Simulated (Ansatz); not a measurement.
Two isomers of AlH8NOSi2: A = `[NH2][AlH][O][SiH2][SiH3]`, B = `[NH2][Al]([SiH3])[SiH2]O`.

Computed with Ansatz on PBE0-D4/def2-TZVP structures; ΔE is electronic, products minus reactants. CBS: MP2 limit from def2 TZ/QZ plus the TZ coupled-cluster correction, frozen cores. DFT in def2-TZVPP. B3LYP here is the variant with VWN-RPA as its local correlation; programs differ in this. One conformer a species, not always the lowest.

A:

```xyz
13

N     0.8872   -2.2443    0.4400
Al    1.4293   -0.8575    1.3800
O     0.9225    0.6847    0.9095
Si    0.0907    1.7478    0.0017
Si   -1.6217    0.6617   -1.1831
H     0.3074   -2.2036   -0.3826
H     1.1238   -3.1994    0.6540
H     2.3603   -1.0291    2.6343
H     1.0036    2.4194   -0.9671
H    -0.5009    2.8048    0.8693
H    -1.0534   -0.4552   -1.9934
H    -2.6277    0.0754   -0.2539
H    -2.3211    1.5952   -2.1087
```

B:

```xyz
13

N     0.5135    1.1189   -1.6191
Al    0.3269    0.1400   -0.1540
Si    2.2067    0.1211    1.4286
Si   -1.8385   -1.0267    0.0631
O    -2.9393   -0.5424   -1.0897
H     1.3286    1.6608   -1.8587
H    -0.1674    1.1692   -2.3607
H     2.7045   -1.2648    1.6691
H     3.3661    0.9303    0.9512
H     1.8056    0.6666    2.7586
H    -2.4138   -0.8587    1.4357
H    -1.6963   -2.4943   -0.1493
H    -3.1965    0.3800   -1.0749
```

(1) Which isomer does CCSD(T)/CBS put lower? Give the gap. (An estimate is asked.)

(2) Give E(B) − E(A) in kcal/mol with MP2/def2-TZVPP, PBE0-D4, B3LYP-D4, HF/def2-TZVPP, B2PLYP, CCSD/def2-TZVPP, ωB97M-V. (Estimate.)

Largest T1 diagnostic: 0.013.

Answers

(1) Ansatz gave: A, by 37.8 kcal/mol.

(2) Computed: MP2/def2-TZVPP 40.0, PBE0-D4 33.6, B3LYP-D4 38.6, HF/def2-TZVPP 42.9, B2PLYP 38.8, CCSD/def2-TZVPP 38.4, ωB97M-V 39.1. None reverses the order clearly.

In def2-TZVPP, CCSD(T) changes the Hartree–Fock value by −5.3 kcal/mol (the triples alone add −0.8 kcal/mol) and MP2 by −2.8 kcal/mol. From PBE to PBE0 (25 % exact exchange), in def2-TZVPP and without D4, E(B) − E(A) moves by +2.3 kcal/mol.
